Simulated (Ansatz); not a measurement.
## Which level was it?

C2H7GaN: 11 atoms, total charge 0, spin state doublet. SMILES: `[CH2][Ga]([CH3])[NH2]`. Geometry: relaxed at PBE0-D4/def2-TZVP. This is one conformer, not always the lowest.

```xyz
11

C    -1.0931    1.7202   -0.2205
Ga   -0.0426    0.0989   -0.1206
C     0.3508   -0.9382    1.4985
N     0.6347   -0.4990   -1.7045
H    -1.2809    2.2544   -1.1488
H    -1.5550    2.1878    0.6453
H    -0.0646   -1.9454    1.4160
H     1.4300   -1.0391    1.6354
H    -0.0657   -0.4693    2.3910
H     1.1968   -1.3270   -1.8028
H     0.4895   -0.0433   -2.5891
```

A calculation with Ansatz 0.2.0 gave:

The total energy is -2057.1432 Eh. The dipole moment is 0.29 D. The HOMO energy is -9.90 eV, the LUMO energy is 1.88 eV and the ⟨S²⟩ is 0.760. The largest force is 0.395 eV/Å.

Which of these levels gave the numbers?
A. BLYP/cc-pVDZ
B. HF/STO-3G
C. HF/def2-SVP
D. HF/3-21G

C. The others give -2059.9472 Eh (BLYP/cc-pVDZ), -2047.3780 Eh (HF/3-21G), -2033.5638 Eh (HF/STO-3G).
